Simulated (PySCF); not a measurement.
Rb(Cl) anion (ClRb), SMILES [Rb][Cl] (connectivity only; charge and spin as stated), charge -1, multiplicity 2.

Geometry optimised at PBE0-D3(BJ)/def2-TZVPD. The spin state was assumed, not searched. The def2 effective core potentials stand for the cores of Rb; spin–orbit coupling is left out.

Method: CAM-B3LYP/def2-TZVPD in PySCF.

Gas-phase values at a fixed geometry.

| Quantity | Result |
|---|---|
| total energy | -484.40280 hartree |
| point group | C∞v |
| α spin, highest occupied and lowest empty level | -0.13 and 2.46 eV |
| β spin, highest occupied and lowest empty level | -4.19 and 2.12 eV |
| dipole moment about the centre of nuclear charge | 0.58 D |
| ⟨S²⟩ | 0.750 (pure state 0.75) |
